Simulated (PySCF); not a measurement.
Orbital levels and atomic charges: [C19H13OS2]+

System: [C19H13OS2]+ (cyanine and polymethine), SMILES C1=CSC(=Cc2cc(-c3ccccc3)[o+]c3ccccc23)S1.

Cartesian coordinates (Å):
```
  1 C     4.727   -3.247   -0.236
  2 C     3.516   -3.807   -0.213
  3 S     2.154   -2.737   -0.173
  4 C     3.075   -1.265   -0.168
  5 C     2.614    0.031   -0.081
  6 C     1.297    0.515   -0.005
  7 C     0.168   -0.307   -0.177
  8 C    -1.118    0.163   -0.028
  9 C    -2.316   -0.649   -0.191
 10 C    -2.256   -2.029   -0.422
 11 C    -3.415   -2.759   -0.585
 12 C    -4.653   -2.137   -0.515
 13 C    -4.727   -0.773   -0.276
 14 C    -3.573   -0.034   -0.114
 15 O    -1.341    1.437    0.286
 16 C    -0.314    2.307    0.406
 17 C    -0.659    3.630    0.685
 18 C     0.327    4.580    0.812
 19 C     1.666    4.214    0.669
 20 C     2.012    2.910    0.405
 21 C     1.033    1.913    0.263
 22 S     4.797   -1.520   -0.224
 23 H     5.659   -3.781   -0.263
 24 H     3.306   -4.860   -0.218
 25 H     3.405    0.764   -0.036
 26 H     0.301   -1.333   -0.460
 27 H    -1.308   -2.540   -0.470
 28 H    -3.354   -3.821   -0.765
 29 H    -5.556   -2.713   -0.645
 30 H    -5.687   -0.286   -0.215
 31 H    -3.635    1.027    0.070
 32 H    -1.703    3.878    0.792
 33 H     0.066    5.605    1.021
 34 H     2.437    4.961    0.768
 35 H     3.055    2.664    0.303
```

Method: PBE0/6-31G*, gas phase, PySCF, fitting set def2-universal-JFIT up to Ne and JKFIT beyond, grid level 1.

Task: Give the orbital energies near the gap.

Result: 
```json
{"orbital": "HOMO-4", "eV": "-11.35"}
{"orbital": "HOMO-3", "eV": "-10.45"}
{"orbital": "HOMO-2", "eV": "-10.26"}
{"orbital": "HOMO-1", "eV": "-10.01"}
{"orbital": "HOMO", "eV": "-9.28"}
{"orbital": "LUMO", "eV": "-6.12"}
{"orbital": "LUMO+1", "eV": "-4.36"}
{"orbital": "LUMO+2", "eV": "-3.67"}
{"orbital": "LUMO+3", "eV": "-3.59"}
```

Task: Give the partial charges of the non-hydrogen atoms.

Result: 
```
atom  Mulliken    IAO  Hirshfeld
  C1     -0.34  -0.27      -0.04
  C2     -0.36  -0.28      -0.04
  S3      0.43   0.37       0.15
  C4     -0.35  -0.21       0.01
  C5     -0.24  -0.21      -0.08
  C6      0.21   0.08       0.05
  C7     -0.30  -0.21      -0.07
  C8      0.36   0.28       0.13
  C9      0.01  -0.04      -0.01
 C10     -0.18  -0.12      -0.03
 C11     -0.18  -0.13      -0.03
 C12     -0.14  -0.11      -0.01
 C13     -0.17  -0.13      -0.02
 C14     -0.17  -0.12      -0.03
 O15     -0.49  -0.21      -0.02
 C16      0.32   0.21       0.10
 C17     -0.21  -0.16      -0.04
 C18     -0.15  -0.11       0.00
 C19     -0.17  -0.13      -0.02
 C20     -0.19  -0.13      -0.03
 C21      0.01  -0.04       0.00
 S22      0.43   0.40       0.16
```
